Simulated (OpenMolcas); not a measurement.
Pr III: the spin-orbit constant, worked from levels

```
Program             : OpenMolcas 26.06
Basis               : ANO-R2 [8s6p3d3f1g]
Scalar Hamiltonian  : X2C, finite nucleus
Active space        : 3 electrons in 7 orbitals (4f)
State averaging     : 2S+1 = 4 odd, 35 roots; 2S+1 = 2 odd, 112 roots (105 in the spin-orbit step)
Spin-orbit coupling : state interaction with AMFI integrals over the reference wave functions, term energies averaged over their components
```

Methods: CASSCF; MS-CASPT2, IPEA 0.25 Eh, imaginary shift 0.1 Eh (closed shells correlated: 5s 5p). Measured levels: Martin, Zalubas and Hagan, Atomic Energy Levels: The Rare-Earth Elements, NSRDS-NBS 60 (1978); the list in Maison, Palmeri and Quinet, J. Phys. B 58, 015001 (2025).

**The spin-orbit constant.** For the Hund term ⁴I° of f3, E(J) = (A/2) J(J+1) + constant and ζ = 2S·A = 3A. From J = 9/2 to J = 15/2 the energy changes by 19.5 A.

```json
{"Source": "CASSCF", "E(15/2) - E(9/2)": "4789.2", "A": "245.6", "ζ": "737"}
{"Source": "MS-CASPT2", "E(15/2) - E(9/2)": "4801.4", "A": "246.2", "ζ": "739"}
{"Source": "measured", "E(15/2) - E(9/2)": "4453.8", "A": "228.4", "ζ": "685"}
```

All in cm-1. MS-CASPT2 is off by +7.8 % and CASSCF by +7.5 %. Both methods take the spin-orbit matrix elements from the reference wave functions, so the second can move ζ only through the term energies and any multistate remixing. Second-order mixing with other terms is absorbed into this ζ.

CASPT2 breaks the degeneracy within a term, and the mean is taken; among the terms shown or strongly mixed into the levels shown the widest spread is 1500 cm-1 (4f³ ⁴I°, MS-CASPT2). Over all roots computed the reference weight is 0.84 to 0.92 in MS-CASPT2; the roots of lowest weight are the least certain, and an intruder state may touch them. High states are left out of the spin-orbit mixing, which shifts the levels that they would mix with. Without dynamic correlation excited terms often stand tens of per cent too high (terms of higher spin than the ground term too low), and those without a measured partner can miss by more than the paired ones (holds for CASSCF). Blocks of more than 70 roots (2S+1 = 2 odd) ran without multistate coupling (holds for MS-CASPT2). Measured partners are found by configuration, term and J. A level has none where our copy of the source lacks it or the pairing is in doubt (some pairs that miss far off the trend of their configuration count as doubtful), and it then counts in no deviation. Only configurations of the active space appear.

° marks odd parity.
